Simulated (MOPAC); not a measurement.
Job for MOPAC: PM6 on BGeH5O (SMILES O[BH][GeH3]), a point of a torsion scan.

```
PM6 1SCF PRECISE CHARGE=0 THREADS=1
BGeH5O

O      1.49329552 1     0.75733105 1    -0.27632100 1
B      0.93994541 1    -0.24223119 1     0.40075890 1
Ge    -0.91075469 1     0.12432897 1     1.12772232 1
H      2.12160172 1     0.57569411 1    -0.97646433 1
H      1.40690623 1    -1.32887529 1     0.37881519 1
H     -1.93637416 1    -0.58437720 1     0.29238368 1
H     -1.37327875 1     1.54461659 1     1.08615774 1
H     -1.28320559 1    -0.33297995 1     2.50502075 1
```

The log:

```
*******************************************************************************
 **                                                                           **
 **                              MOPAC v23.2.5                                **
 **                                                                           **
 *******************************************************************************
 ** MOPAC's Digital Object Identifier: https://doi.org/10.5281/zenodo.6511958 **
 **                                                                           **
 ** Please cite the open-source release paper for use of this MOPAC version:  **
 ** J. E. Moussa and J. J. P. Stewart (2026)                                  **
 ** MOPAC: An open-source semiempirical molecular orbital program             **
 ** J. Open Source Softw., 11(119), 8025, https://doi.org/10.21105/joss.08025 **
 *******************************************************************************

                              PM6 CALCULATION RESULTS

 *******************************************************************************
 *  PM6        - The PM6 Hamiltonian to be used
 *
 *
 *
 *                 CHARGE ON SYSTEM = 0
 *
 *
 *
 *  PRECISE    - TIGHTER CRITERIA TO BE USED
 *  1SCF       - DO 1 SCF AND THEN STOP
 *  THREADS=1  - MULTI-THREADING NOT USED
 *  T=         - A TIME OF 172800.0 SECONDS REQUESTED
 *  DUMP=N     - RESTART FILE WRITTEN EVERY 7200.0 SECONDS REQUESTED
 *******************************************************************************
PM6 1SCF PRECISE CHARGE=0 THREADS=1
 BGeH5O

   ATOM   CHEMICAL          X               Y               Z
  NUMBER   SYMBOL      (ANGSTROMS)     (ANGSTROMS)     (ANGSTROMS)

     1       O          1.49329552  *   0.75733105  *  -0.27632100  *
     2       B          0.93994541  *  -0.24223119  *   0.40075890  *
     3      Ge         -0.91075469  *   0.12432897  *   1.12772232  *
     4       H          2.12160172  *   0.57569411  *  -0.97646433  *
     5       H          1.40690623  *  -1.32887529  *   0.37881519  *
     6       H         -1.93637416  *  -0.58437720  *   0.29238368  *
     7       H         -1.37327875  *   1.54461659  *   1.08615774  *
     8       H         -1.28320559  *  -0.33297995  *   2.50502075  *



          CARTESIAN COORDINATES

    NO.       ATOM           X           Y           Z

     1         O          1.4933      0.7573     -0.2763
     2         B          0.9399     -0.2422      0.4008
     3        Ge         -0.9108      0.1243      1.1277
     4         H          2.1216      0.5757     -0.9765
     5         H          1.4069     -1.3289      0.3788
     6         H         -1.9364     -0.5844      0.2924
     7         H         -1.3733      1.5446      1.0862
     8         H         -1.2832     -0.3330      2.5050

 General Reference for PM6:
 "Optimization of Parameters for Semiempirical Methods V: Modification of NDDO Approximations
 and Application to 70 Elements", J. J. P. Stewart, J. Mol. Mod., 13, 1173-1213 (2007)
 URL: https://link.springer.com/article/10.1007/s00894-007-0233-4

           Empirical Formula: H5 O B Ge  =     8 atoms



      MOLECULAR POINT GROUP   :   C1


      RHF CALCULATION, NO. OF DOUBLY OCCUPIED LEVELS = 9


 -------------------------------------------------------------------------------
 PM6 1SCF PRECISE CHARGE=0 THREADS=1
 BGeH5O



     1SCF WAS SPECIFIED, SO BFGS WAS NOT USED
     SCF FIELD WAS ACHIEVED


                              PM6 CALCULATION
                                                       MOPAC v23.2.5 Linux




          FINAL HEAT OF FORMATION =         92.64693 KCAL/MOL =     387.63477 KJ/MOL


          COSMO AREA              =        107.42 SQUARE ANGSTROMS
          COSMO VOLUME            =         94.34 CUBIC ANGSTROMS

          IONIZATION POTENTIAL    =          9.887318 EV
          HOMO LUMO ENERGIES (EV) =         -9.887  0.117
          NO. OF FILLED LEVELS    =          9
          MOLECULAR WEIGHT        =        104.4389         POINT GROUP:  C1

          MOLECULAR DIMENSIONS (Angstroms)

            Atom       Atom       Distance
            H     8    H     4     4.95370
            H     7    H     5     3.59845
            O     1    H     6     2.20298


          SCF CALCULATIONS        =          1





   ATOM   CHEMICAL          X               Y               Z
  NUMBER   SYMBOL      (ANGSTROMS)     (ANGSTROMS)     (ANGSTROMS)

     1       O          1.49329552  *   0.75733105  *  -0.27632100  *
     2       B          0.93994541  *  -0.24223119  *   0.40075890  *
     3      Ge         -0.91075469  *   0.12432897  *   1.12772232  *
     4       H          2.12160172  *   0.57569411  *  -0.97646433  *
     5       H          1.40690623  *  -1.32887529  *   0.37881519  *
     6       H         -1.93637416  *  -0.58437720  *   0.29238368  *
     7       H         -1.37327875  *   1.54461659  *   1.08615774  *
     8       H         -1.28320559  *  -0.33297995  *   2.50502075  *

                             CARTESIAN COORDINATES

   1    O        1.493295520     0.757331050    -0.276321000
   2    B        0.939945410    -0.242231190     0.400758900
   3   Ge       -0.910754690     0.124328970     1.127722320
   4    H        2.121601720     0.575694110    -0.976464330
   5    H        1.406906230    -1.328875290     0.378815190
   6    H       -1.936374160    -0.584377200     0.292383680
   7    H       -1.373278750     1.544616590     1.086157740
   8    H       -1.283205590    -0.332979950     2.505020750


           Empirical Formula: H5 O B Ge  =     8 atoms



      MOLECULAR POINT GROUP   :   C1


                  EIGENVALUES
 -31.18905 -20.89344 -19.02462 -16.52791 -14.21100 -13.03841 -11.66705 -11.63573
  -9.88732   0.11728   0.61847   2.58066   2.58568   3.10372   4.16792   4.26497
   5.65402


              NET ATOMIC CHARGES AND DIPOLE CONTRIBUTIONS

  ATOM NO.   TYPE          CHARGE      No. of ELECS.   s-Pop       p-Pop
    1          O          -0.474026        6.4740     1.68336     4.79067
    2          B           0.283797        2.7162     1.04145     1.67475
    3         Ge          -0.629737        4.6297     1.22678     3.40296
    4          H           0.341831        0.6582     0.65817
    5          H           0.060306        0.9397     0.93969
    6          H           0.137892        0.8621     0.86211
    7          H           0.140464        0.8595     0.85954
    8          H           0.139474        0.8605     0.86053
 DIPOLE           X         Y         Z       TOTAL
 POINT-CHG.     1.458    -1.438    -1.125     2.337
 HYBRID        -0.216     0.604    -0.136     0.656
 SUM            1.242    -0.834    -1.261     1.957


          ATOMIC ORBITAL ELECTRON POPULATIONS

     Atom    s        px        py        pz
    1  O   1.68336   1.59415   1.68386   1.51266
    2  B   1.04145   0.58078   0.71692   0.37705
    3 Ge   1.22678   1.14263   1.13012   1.13021
    4  H   0.65817
    5  H   0.93969
    6  H   0.86211
    7  H   0.85954
    8  H   0.86053

 **********************
 *                    *
 * JOB ENDED NORMALLY *
 *                    *
 **********************




 == MOPAC DONE ==
```

The run finished.

Cost: around 0.020 core-seconds (rough).
